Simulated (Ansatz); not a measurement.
CuO2H2, that is [Cu(OH)2]- with one electron fewer. Total charge 0; doublet. Geometry r2SCAN-D4/def2-TZVPD, that of the charge -1 singlet; atoms count from 1.

```xyz
5

Cu   -0.1235   -0.1589    0.0569
O    -1.3613    0.9695    0.7707
H    -1.4697    1.6947    0.1429
O     1.0346   -1.3899   -0.6203
H     1.9198   -1.1154   -0.3502
```

**Question.** Estimate the Mulliken populations from the PBE0/def2-TZVPD orbitals of Ansatz.

**Answer.** 
| atom | charge (e) | spin (α − β) | d electrons |
| --- | --- | --- | --- |
| Cu1 | 0.59 | 0.79 | 9.36 |
| O2 | -0.62 | 0.11 | – |
| H3 | 0.32 | 0.00 | – |
| O4 | -0.62 | 0.11 | – |
| H5 | 0.32 | 0.00 | – |
Mulliken values and Mayer orders depend strongly on the basis. With diffuse functions, as here, like atoms can get unlike values, and bond orders can come out too low or too high.

**Question.** Where does the spin sit?

**Answer.** Summed by element: Cu 0.79, O 0.22, H 0.00, of 1 unpaired in all. Largest on single atoms: Cu1 0.79, O2 0.11, O4 0.11.

**Question.** And the Mayer bond orders between bonded heavy atoms (over 0.3)?

**Answer.** Cu1–O2 0.91 (1.82 Å); Cu1–O4 0.91 (1.82 Å).
